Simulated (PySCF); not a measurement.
C6H13NO.
Atom-mapped SMILES: `[CH3:1][CH2:2][CH2:3][C@H:4]([CH3:5])[C:6]([NH2:7])=[O:8]` (hydrogens: H9, H10, H11 on C1; H12, H13 on C2; H14, H15 on C3; H16 on C4; H17, H18, H19 on C5; H20, H21 on N7)

Structure used (PBE0-D3(BJ)/def2-SVP), in Å, numbered top down from 1:
```xyz
21
C6H13NO angstrom
C     -2.8712    0.3910    0.4054
C     -1.4460    0.4506   -0.1204
C     -0.5651   -0.6689    0.4161
C      0.8736   -0.6241   -0.0881
C      1.6663   -1.8564    0.3469
C      1.5754    0.6155    0.4603
N      2.3127    1.3162   -0.4401
O      1.5050    0.9311    1.6309
H     -3.4900    1.2044   -0.0030
H     -3.3569   -0.5620    0.1398
H     -2.8918    0.4755    1.5034
H     -1.4555    0.4123   -1.2246
H     -0.9975    1.4225    0.1479
H     -0.5345   -0.6171    1.5174
H     -1.0045   -1.6467    0.1530
H      0.8637   -0.5761   -1.1922
H      1.1956   -2.7769   -0.0302
H      2.7020   -1.8241   -0.0244
H      1.7022   -1.9098    1.4453
H      2.3604    1.0578   -1.4138
H      2.8316    2.1219   -0.1158
```

All values: wB97X-D/def2-SVPD (PySCF, non-relativistic), on one gas-phase PBE0-D3(BJ)/def2-SVP geometry that isn't relaxed in the solvent. The solvent is an IEF-PCM continuum (van der Waals radii × 1.2), and excitations are vertical TDDFT with non-equilibrium linear response and a frozen core. Only the electrostatic response of the medium enters.

Gas-phase singlets (H = HOMO, L = LUMO):

```
state  E (eV)  λ (nm)      f  leading configurations
   S1   5.754     215  0.001               H→L+1 89%
   S2   7.404     167  0.024     H→L 70%, H-1→L+1 9%
   S3   7.500     165  0.013               H-1→L 77%
   S4   7.773     160  0.156    H-1→L+1 71%, H→L 13%
   S5   8.253     150  0.010    H→L+4 42%, H→L+2 17%
```

Question: Give the list for cyclohexane (ε = 2.017), n² = 2.04.

Answer: 
| state | E (eV) | λ (nm) | f | leading configurations | change by rank (eV) |
| --- | --- | --- | --- | --- | --- |
| S1 | 5.838 | 212 | 0.002 | H→L+1 78%, H→L 18% | +0.084 |
| S2 | 7.505 | 165 | 0.081 | H-1→L+1 36%, H→L 29% | +0.101 |
| S3 | 7.664 | 162 | 0.019 | H-1→L 64%, H-1→L+1 11% | +0.164 |
| S4 | 7.693 | 161 | 0.187 | H-1→L+1 44%, H→L 33% | -0.080 |
| S5 | 8.352 | 148 | 0.002 | H→L+4 30%, H→L+2 24% | +0.099 |

Question: Give the list for dimethylsulfoxide (ε = 46.83), n² = 2.19.

Answer: 
```json
{"state": "S1", "E (eV)": "5.986", "λ (nm)": "207", "f": "0.002", "leading configurations": "H→L 75%, H→L+1 21%", "change by rank (eV)": "+0.232"}
{"state": "S2", "E (eV)": "7.512", "λ (nm)": "165", "f": "0.163", "leading configurations": "H-1→L 59%, H-1→L+1 17%", "change by rank (eV)": "+0.108"}
{"state": "S3", "E (eV)": "7.700", "λ (nm)": "161", "f": "0.140", "leading configurations": "H→L+1 55%, H→L 13%", "change by rank (eV)": "+0.200"}
{"state": "S4", "E (eV)": "7.870", "λ (nm)": "158", "f": "0.011", "leading configurations": "H-1→L+1 52%, H-1→L 14%", "change by rank (eV)": "+0.097"}
{"state": "S5", "E (eV)": "8.615", "λ (nm)": "144", "f": "0.014", "leading configurations": "H→L+3 50%, H→L+2 24%", "change by rank (eV)": "+0.362"}
```

Question: The ground-state energy changes by -0.403 eV from gas to dimethylsulfoxide. By how much does the total energy of gas-phase S3 change?

Answer: E(S3) = E(S0) + excitation energy, so it changes by -0.403 + 0.370 = -0.033 eV: it is lowered less than the ground state, which is what a blue shift means. This is the vertical state, with the slow part of the continuum still set for S0.

Question: How do the frontier levels move from gas to dimethylsulfoxide?

Answer: 
| orbital | gas (eV) | solvent (eV) | change (eV) | Löwdin shares, gas | Löwdin shares, solvent |
| --- | --- | --- | --- | --- | --- |
| LUMO+2 | 2.72 | 2.87 | +0.15 | C1 27 %, H10 10 %, H9 8 %, H11 7 % | C1 26 %, H11 9 %, H9 9 %, H10 8 % |
| LUMO+1 | 2.47 | 2.47 | 0.00 | C6 35 %, O8 24 %, N7 15 %, C4 5 % | O8 20 %, C6 18 %, C5 8 %, N7 8 % |
| LUMO | 2.15 | 2.36 | +0.21 | H20 19 %, H16 13 %, N7 11 %, C5 8 % | C6 30 %, O8 22 %, N7 13 %, C5 7 % |
| HOMO | -9.25 | -9.51 | -0.26 | O8 65 %, C6 11 %, C4 11 %, N7 6 % | O8 61 %, C4 12 %, C6 12 %, N7 6 % |
| HOMO-1 | -9.86 | -9.87 | -0.01 | N7 45 %, O8 36 %, C6 11 % | N7 49 %, O8 31 %, C6 10 % |
| HOMO-2 | -10.95 | -10.86 | +0.09 | C2 20 %, C3 18 %, C1 13 %, C4 10 % | C3 19 %, C2 18 %, C1 13 %, C4 11 % |
| HOMO-3 | -11.02 | -10.94 | +0.08 | C2 23 %, C3 20 %, C1 11 %, H12 10 % | C2 23 %, C3 19 %, H12 11 %, C1 10 % |

The HOMO–LUMO gap goes from 11.40 to 11.87 eV. Rows go by rank; for LUMO, LUMO+1 and LUMO+2 the atom shares or the degeneracy differ between the runs, so the row needn't follow one orbital.

The pairwise dispersion term of wB97X-D wasn't added to the energies; at a given geometry it leaves orbitals and properties as they are.
